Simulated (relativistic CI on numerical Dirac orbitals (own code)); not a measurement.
Computed by Dirac-Coulomb-Breit CI, orbitals from a KLI potential per configuration, a model potential for QED, unscaled Slater integrals (own radial code, finite nucleus).

CI space (outside the closed core [Ne]): 3s2.3p2, 3s.3p3, 3s2.3p.3d, 3p4, 3s.3p2.3d, 3p3.3d, 3s.3p.3d2, 3s2.3p.4s, 3s2.3d.4p, 3p3.4s, 3s2.3p.4p, 3p3.4p, 3s.3p.3d.4s, 3s2.3p.4d, 3s.3p2.4s, 3s2.3p.4f, 3s.3p2.4p, 3p2.3d.4p, 3s.3p2.4d, 3s.3p2.4f, 3s2.3p.5s, 3s2.3p.5p, 3s2.4s.4p, 3s2.3p.5d, 3s2.3p.5f, 3s2.3p.5g, 3s.3p.4s2, 3s.3p2.5s, 3s2.3d2, 3s.3d3, 3p2.3d2, 3p.3d3, 3p.3d2.4s, 3p.3d2.4p, 3p.3d2.4d, 3s2.3d.4s, 3s.3d2.4s, 3s.3p.3d.4p, 3s.3d2.4p, 3s.3d.4s.4p, 3s.3d.4p2, 3s.3d.4p.4d, 3p2.3d.4s, 3p.3d.4s2, 3p.3d.4s.4p, 3p.3d.4s.4d, 3s2.4s2, 3s.3d.4s2, 3s2.4p2, 3s.3p.4s.4p, 3s.4s2.4p, 3s.4s.4p2, 3s.4s.4p.4d. Double excitations out of closed p, d and f shells are left out; levels of such configurations are missing from the list, as are those of other unlisted configurations, and high levels can miss mixing partners. These lack a partner that the ground configuration has and come out too high: 3s.3p2.4d, 3s.3p2.4f, 3s.3p2.5s, 3s2.3p.4f, 3s2.3p.5s.

At this charge energies of transitions that change n are usually good to better than 1 %, and those within a shell (Δn = 0) to a few per cent.

Outline of the computed level scheme of Cu XVI. Lowest level of each configuration: 3s2.3p2 3P_0 at 0.000 eV; 3s.3p3 5S°_2 at 33.730 eV; 3s2.3p.3d 3F°_2 at 65.547 eV; 3p4 3P_2 at 92.370 eV; 3s.3p2.3d 5F_1 at 96.489 eV.

Some strong electric-dipole decays among the lowest 45 levels: 3s2.3p.3d 1F°_3 → 3s2.3p2 1D_2 (8.3e+10 s⁻¹); 3s2.3p.3d 3D°_3 → 3s2.3p2 3P_2 (8.0e+10 s⁻¹); 3s2.3p.3d 1P°_1 → 3s2.3p2 1S_0 (7.3e+10 s⁻¹); 3s.3p2.3d 5P_3 → 3s.3p3 5S°_2 (6.9e+10 s⁻¹); 3s2.3p.3d 3D°_1 → 3s2.3p2 3P_0 (6.8e+10 s⁻¹); 3s2.3p.3d 3P°_0 → 3s2.3p2 3P_1 (6.2e+10 s⁻¹); 3s2.3p.3d 3P°_1 → 3s2.3p2 3P_1 (5.0e+10 s⁻¹); 3s.3p3 3S°_1 → 3s2.3p2 3P_2 (4.6e+10 s⁻¹).

LS names give the leading component of a level, which can be under half, so a name can repeat, a term be missing and a line seem to break the LS rules.
